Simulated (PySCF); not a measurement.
Simulation results for BH6N2Si, BH4NO

Computed with PySCF 2.14.0. Calculation on a computer-drawn molecule: the log of a Hartree-Fock and frozen-core CCSD(T) single point meant for a local Hartree-Fock minimum, with one planted fault or none, to be diagnosed. Offsets are logged minus clean, where the clean run is the same molecule without the fault. The reference is restricted for singlets and unrestricted otherwise, and also for a bond in bohr or an excited solution. Adding or removing an electron swaps singlet and doublet. The excited solution moves the top pair (singlet) or top alpha electron (doublet) to the lowest empty orbital. Highest occupied and lowest empty are orbital energies over both spins, largest force is the largest gradient component, triples share is (T) over the correlation energy, the T1 limit is 0.02 restricted and 0.045 unrestricted, electrons count all cores, a negative frequency is imaginary (commonest isotopes), and the dipole is about the centre of nuclear charge.

Common to all runs: meant charge 0; logged SCF converged yes; possible faults no fault, one electron removed, one electron added, multiplicity raised by two, geometry at a saddle point, SCF held on an excited solution, minimal basis STO-3G, one bond length entered in bohr, all coordinates scaled.

```yaml
- entry: 1
  formula: BH6N2Si
  logged_structure:
    atoms_angstrom:
      - ["N", 1.1437, 1.2152, 1.3239]
      - [B, 0.015, 0.2236, 1.0]
      - ["N", -0.4081, -0.1628, -0.4642]
      - [Si, 0.1707, 0.5026, -2.1412]
      - [H, 1.7756, 1.7066, 0.5815]
      - [H, 1.4238, 1.4409, 2.3534]
      - [H, -0.6303, -0.3307, 2.0057]
      - [H, -1.252, -0.8622, -0.5103]
      - [H, 1.7352, 0.933, -2.0524]
      - [H, -0.0266, -0.6502, -3.2696]
  given:
    meant_multiplicity: 2
    meant_basis: "cc-pV(D+d)Z"
    logged_electrons: 39
    logged_basis_functions: 95
    logged_spin_squared: 0.7556
    "logged_highest_occupied [eV]": -8.6555
    "logged_lowest_empty [eV]": 1.4356
    "logged_largest_force [hartree/bohr]": 0.067093
    logged_T1_diagnostic: 0.019475
    logged_D1_diagnostic: 0.076652
    logged_triples_share: 0.03128
    logged_CC_converged: "yes"
    "logged_dipole_magnitude [debye]": 0.60672
    logged_SCF_stable_within_its_kind: "yes"
    "logged_energy_HF [hartree]": -426.01451
    "logged_energy_CCSD(T) [hartree]": -426.60443
    drawn_bonds_atom: [1, 2, 3, 1, 1, 2, 3, 4, 4]
    drawn_bonds_other_atom: [2, 3, 4, 5, 6, 7, 8, 9, 10]
    drawn_bonds_order: [1, 1, 1, 1, 1, 1, 1, 1, 1]
  results:
    planted_fault: "all coordinates scaled, by +9.4 %"
    "HF_energy_offset_from_clean_run [kcal/mol]": 45.15
    "CCSD(T)_energy_offset_from_clean_run [kcal/mol]": 32.38
- entry: 2
  formula: BH6N2Si
  logged_structure:
    atoms_angstrom:
      - ["N", 1.0454, 1.1108, 1.2102]
      - [B, 0.0137, 0.2044, 0.9141]
      - ["N", -0.373, -0.1488, -0.4243]
      - [Si, 0.156, 0.4594, -1.9572]
      - [H, 1.6231, 1.56, 0.5315]
      - [H, 1.3014, 1.3171, 2.1512]
      - [H, -0.5762, -0.3023, 1.8334]
      - [H, -1.1444, -0.7881, -0.4665]
      - [H, 1.5861, 0.8529, -1.8761]
      - [H, -0.0243, -0.5943, -2.9886]
  given:
    meant_multiplicity: 2
    meant_basis: "cc-pV(D+d)Z"
    logged_electrons: 39
    logged_basis_functions: 30
    logged_spin_squared: 0.7512
    "logged_highest_occupied [eV]": -5.5959
    "logged_lowest_empty [eV]": 6.362
    "logged_largest_force [hartree/bohr]": 0.029553
    logged_T1_diagnostic: 0.017679
    logged_D1_diagnostic: 0.0734
    logged_triples_share: 0.021495
    logged_CC_converged: "yes"
    "logged_dipole_magnitude [debye]": 1.2494
    logged_SCF_stable_within_its_kind: "yes"
    "logged_energy_HF [hartree]": -420.99633
    "logged_energy_CCSD(T) [hartree]": -421.21365
    drawn_bonds_atom: [1, 2, 3, 1, 1, 2, 3, 4, 4]
    drawn_bonds_other_atom: [2, 3, 4, 5, 6, 7, 8, 9, 10]
    drawn_bonds_order: [1, 1, 1, 1, 1, 1, 1, 1, 1]
  results:
    planted_fault: "minimal basis STO-3G"
    "HF_energy_offset_from_clean_run [kcal/mol]": 3194
    "CCSD(T)_energy_offset_from_clean_run [kcal/mol]": 3415
- entry: 3
  formula: BH6N2Si
  logged_structure:
    atoms_angstrom:
      - ["N", 1.0454, 1.1108, 1.2102]
      - [B, 0.0137, 0.2044, 0.9141]
      - ["N", -0.373, -0.1488, -0.4243]
      - [Si, 0.156, 0.4594, -1.9572]
      - [H, 1.6231, 1.56, 0.5315]
      - [H, 1.3014, 1.3171, 2.1512]
      - [H, -1.1009, -0.7531, 2.6513]
      - [H, -1.1444, -0.7881, -0.4665]
      - [H, 1.5861, 0.8529, -1.8761]
      - [H, -0.0243, -0.5943, -2.9886]
  given:
    meant_multiplicity: 2
    meant_basis: "cc-pV(D+d)Z"
    logged_electrons: 39
    logged_basis_functions: 95
    logged_spin_squared: 1.3414
    "logged_highest_occupied [eV]": -8.5092
    "logged_lowest_empty [eV]": 1.7273
    "logged_largest_force [hartree/bohr]": 0.022514
    logged_T1_diagnostic: 0.057716
    logged_D1_diagnostic: 0.27341
    logged_triples_share: 0.03215
    logged_CC_converged: "yes"
    "logged_dipole_magnitude [debye]": 1.5492
    logged_SCF_stable_within_its_kind: "yes"
    "logged_energy_HF [hartree]": -425.96382
    "logged_energy_CCSD(T) [hartree]": -426.53628
    drawn_bonds_atom: [1, 2, 3, 1, 1, 2, 3, 4, 4]
    drawn_bonds_other_atom: [2, 3, 4, 5, 6, 7, 8, 9, 10]
    drawn_bonds_order: [1, 1, 1, 1, 1, 1, 1, 1, 1]
  results:
    planted_fault: "one bond length entered in bohr, row 6 of the drawn bonds"
    "HF_energy_offset_from_clean_run [kcal/mol]": 76.96
    "CCSD(T)_energy_offset_from_clean_run [kcal/mol]": 75.14
  notes: ["T1 above single-reference limit"]
- entry: 4
  formula: BH6N2Si
  logged_structure:
    atoms_angstrom:
      - ["N", 1.0454, 1.1108, 1.2102]
      - [B, 0.0137, 0.2044, 0.9141]
      - ["N", -0.373, -0.1488, -0.4243]
      - [Si, 0.156, 0.4594, -1.9572]
      - [H, 1.6231, 1.56, 0.5315]
      - [H, 1.3014, 1.3171, 2.1512]
      - [H, -0.5762, -0.3023, 1.8334]
      - [H, -1.1444, -0.7881, -0.4665]
      - [H, 1.5861, 0.8529, -1.8761]
      - [H, -0.0243, -0.5943, -2.9886]
  given:
    meant_multiplicity: 2
    meant_basis: "cc-pV(D+d)Z"
    logged_electrons: 39
    logged_basis_functions: 95
    logged_spin_squared: 3.7684
    "logged_highest_occupied [eV]": -2.2798
    "logged_lowest_empty [eV]": -0.56455
    "logged_largest_force [hartree/bohr]": 0.075398
    "logged_dipole_magnitude [debye]": 2.7862
    logged_SCF_stable_within_its_kind: "yes"
    "logged_energy_HF [hartree]": -425.83645
    drawn_bonds_atom: [1, 2, 3, 1, 1, 2, 3, 4, 4]
    drawn_bonds_other_atom: [2, 3, 4, 5, 6, 7, 8, 9, 10]
    drawn_bonds_order: [1, 1, 1, 1, 1, 1, 1, 1, 1]
  results:
    planted_fault: "multiplicity raised by two"
    "HF_energy_offset_from_clean_run [kcal/mol]": 156.9
  notes: ["coupled-cluster numbers left out as unreliable"]
- entry: 5
  formula: BH4NO
  logged_structure:
    atoms_angstrom:
      - ["N", -0.272, 0.2878, -1.008]
      - [B, -1.0837, -0.1488, 0.052]
      - [O, -2.4353, 0.0378, 0.0942]
      - [H, 0.7138, 0.1377, -1.0116]
      - [H, -0.6064, 0.7686, -1.8173]
      - [H, -0.5839, -0.7189, 0.9818]
      - [H, -2.7948, 0.49, -0.6532]
  given:
    meant_multiplicity: 1
    meant_basis: cc-pVDZ
    logged_electrons: 23
    logged_basis_functions: 62
    logged_spin_squared: 0.7637
    "logged_highest_occupied [eV]": -19.967
    "logged_lowest_empty [eV]": -7.5205
    "logged_largest_force [hartree/bohr]": 0.09851
    logged_T1_diagnostic: 0.035506
    logged_D1_diagnostic: 0.19684
    logged_triples_share: 0.0248
    logged_CC_converged: "yes"
    "logged_dipole_magnitude [debye]": 6.1382
    logged_SCF_stable_within_its_kind: "yes"
    "logged_energy_HF [hartree]": -156.09091
    "logged_energy_CCSD(T) [hartree]": -156.53846
    drawn_bonds_atom: [1, 2, 1, 1, 2, 3]
    drawn_bonds_other_atom: [2, 3, 4, 5, 6, 7]
    drawn_bonds_order: [1, 1, 1, 1, 1, 1]
  results: {}
- entry: 6
  formula: BH4NO
  logged_structure:
    atoms_angstrom:
      - ["N", -0.272, 0.2878, -1.008]
      - [B, -1.0837, -0.1488, 0.052]
      - [O, -2.4353, 0.0378, 0.0942]
      - [H, 0.7138, 0.1377, -1.0116]
      - [H, -0.6064, 0.7686, -1.8173]
      - [H, -0.5839, -0.7189, 0.9818]
      - [H, -2.7948, 0.49, -0.6532]
  given:
    meant_multiplicity: 1
    meant_basis: cc-pVDZ
    logged_electrons: 24
    logged_basis_functions: 62
    logged_spin_squared: 0.0
    "logged_highest_occupied [eV]": -2.5541
    "logged_lowest_empty [eV]": -5.4844
    "logged_largest_force [hartree/bohr]": 0.15091
    logged_CC_converged: "no"
    "logged_dipole_magnitude [debye]": 3.4209
    logged_SCF_stable_within_its_kind: "no"
    "logged_energy_HF [hartree]": -155.712
    drawn_bonds_atom: [1, 2, 1, 1, 2, 3]
    drawn_bonds_other_atom: [2, 3, 4, 5, 6, 7]
    drawn_bonds_order: [1, 1, 1, 1, 1, 1]
  results: {}
  notes: ["CCSD not converged"]
```

Question: Which fault was planted in the run of BH4NO (entry 5)?
Answer: one electron removed

Question: Which fault was planted in the run of BH4NO (entry 6)?
Answer: SCF held on an excited solution

Further results for BH4NO (entry 5):

| Quantity | Value |
| --- | --- |
| HF energy offset from clean run | 212.3 kcal/mol |
| CCSD(T) energy offset from clean run | 233.8 kcal/mol |

Further results for BH4NO (entry 6):

| Quantity | Value |
| --- | --- |
| HF energy offset from clean run | 450.1 kcal/mol |
